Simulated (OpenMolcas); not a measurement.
## Mo3+: ligand-field states by method

Mo3+ with 4 ligands (chloride) in tetrahedral coordination (Td) at 2.32 Å. A charge of +0.25 e stands 3.2 Å behind each ligand. Ligand basis ANO-RCC-VDZP.
```
Mo    0.0000    0.0000    0.0000
Cl    1.3395    1.3395    1.3395
Cl    1.3395   -1.3395   -1.3395
Cl   -1.3395    1.3395   -1.3395
Cl   -1.3395   -1.3395    1.3395
```

```yaml
Program: OpenMolcas 26.06
Basis: ANO-RCC-VDZP [6s5p3d1f]
Scalar_Hamiltonian: DKH2, point nucleus
Active_space: 3 electrons in 5 orbitals (4d)
State_averaging: 2S+1 = 4 even, 10 roots; 2S+1 = 2 even, 40 roots
Spin-orbit_coupling: RASSI with atomic mean-field integrals over the reference wave functions
```

I. CASSCF
II. SS-CASPT2, IPEA 0.25 Eh, imaginary shift 0.1 Eh (closed shells correlated: 4s 4p and the ligand valence shells)

Spin-free states (labels of Td) in cm-1, each column counted from its own energy of the first state listed:

```
   State  Degeneracy      I    II
     4T1           3      0     0
      2E           2   4348  1810
     4T2           3   7907  7830
2S+1 = 2           3  10577  7490
2S+1 = 2           3  11869  8580
```

From I to II, I's first state of the same spin (4T2) moves from 7907 to 7830 cm-1, by about -82 cm-1.

From I to II, I's first state of another spin (2E) moves from 4348 to 1810 cm-1, by about -2500 cm-1.

χT at 300 K: I 1.06, II 0.95 cm3 K/mol.

Roots that are degenerate in the reference are averaged as groups; the widest CASPT2 spread within a group is 540 cm-1 (the 3-fold group of multiplicity 2 near 8580 cm-1 above the lowest state of its run, II). Shifts and gaps below about the spread of the groups concerned are not significant. Over all roots computed the reference weight is 0.71 to 0.73 in II; a low but even weight reflects the number of correlated electrons. An orbital triplet at a regular site is open to Jahn-Teller coupling, which can distort the site and quench the lowest spin-orbit gaps and is left out. This shell can be high or low spin here, a state of another spin lies low, and with metal d orbitals alone active their balance is uncertain, so the ground spin may be wrong. The least metal-like active orbital is 78 % on the metal (Löwdin) and no ligand orbital is active, so the numbers are rough. Ligand-to-metal charge-transfer states are missing. With no ligand orbital active B as a rule stays too high, so bands that hang on it stand too high and its fall with covalency is understated. Without dynamic correlation the repulsion within the d shell is too large (B by tens of per cent), so at a given field states of lower spin stand too high (holds for I). With metal d orbitals alone the field can be off either way by tens of per cent (holds for I). These CASPT2 states fit no ligand-field parameters well, so their order and spin gaps are uncertain (holds for II). With one d shell and no ligand orbital active, 10Dq can be off by a tenth or more (holds for II). No measured value stands beside these numbers; the geometry was imposed, not optimised, and the real ion may take another.
